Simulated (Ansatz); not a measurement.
## One arrangement of a pair

The pair of H2 (SMILES [H][H], atoms 1–2) and C2H7N (SMILES CNC, atoms 3–12), both closed shells, in one local arrangement (a lower one may exist), relaxed at PBE0-D4/def2-TZVP:

| atom | x (Å) | y (Å) | z (Å) |
| --- | --- | --- | --- |
| H1 | 0.5591 | 0.4621 | -2.8825 |
| H2 | 0.6430 | 0.1552 | -2.2023 |
| C3 | -0.9847 | -0.8448 | 0.1878 |
| N4 | 0.4017 | -0.4390 | 0.2152 |
| C5 | 0.5897 | 0.8834 | 0.7658 |
| H6 | -1.0653 | -1.8712 | -0.1753 |
| H7 | -1.5372 | -0.2047 | -0.5066 |
| H8 | -1.4880 | -0.7815 | 1.1675 |
| H9 | 0.9498 | -1.1120 | 0.7339 |
| H10 | 0.1270 | 1.6219 | 0.1043 |
| H11 | 1.6551 | 1.1147 | 0.8236 |
| H12 | 0.1498 | 1.0162 | 1.7688 |

Ansatz 0.2.0; basis: def2-TZVPPD, with def2-QZVPPD for the basis limit; cores frozen in the correlated methods. B3LYP uses VWN-RPA correlation. Extrapolation: Hartree–Fock as exp(−7.88 √X), correlation as X^−2.97. Interaction energies count from these two fragments, frozen as in the pair, with the counterpoise correction; negative means bound.

Question: What is the interaction energy by CCSD(T) at an estimated basis limit (MP2 extrapolated from triple and quadruple zeta, plus CCSD(T) − MP2 in triple zeta)? (An estimate is asked for; the value comes from the calculation.)

Answer: By the calculation: -1.16 kcal/mol. Hartree–Fock alone gives 0.24 kcal/mol at the basis limit, so without correlation the pair would not bind at this distance. It counts from the two fragments frozen as in the pair.

The same quantity by other methods in triple zeta, and each one's difference from that estimate:
```
   method  E_int (kcal/mol)  difference
   PBE-D4             -1.60       -0.44
revPBE-D4             -1.33       -0.17
  BLYP-D4             -1.15        0.01
r2SCAN-D4             -1.07        0.08
   B97M-V             -1.32       -0.16
  PBE0-D4             -1.42       -0.26
 B3LYP-D4             -1.22       -0.06
 HSE06-D4             -1.42       -0.26
  wB97X-V             -1.20       -0.04
  wB97M-V             -1.19       -0.03
   B2PLYP             -0.69        0.47
       HF              0.24        1.40
      MP2             -1.04        0.12
     CCSD             -0.84        0.31
  CCSD(T)             -1.02        0.14
```
Differences are method less estimate.

Question: Which atoms make the shortest contact between the fragments?

Answer: H2 and N4, 2.50 Å apart.

Basis-set superposition shift (counterpoise-corrected less uncorrected): CCSD(T) 0.21; MP2 0.21; HF 0.03; PBE0-D4 0.02; wB97M-V 0.04 kcal/mol.

No T1 diagnostic of these runs exceeds 0.009.

For scale, one of the runs: CCSD(T)/def2-TZVPPD, 264 basis functions, launched by `ansatz run in.yaml --threads 4 --pin off --events-out ev --progress --plain --max-ram 9574MiB`. Time: 25 s of wall clock on 4 CPU threads of an AMD EPYC 9R45; the host was shared. Peak host memory: 6.7 GiB.
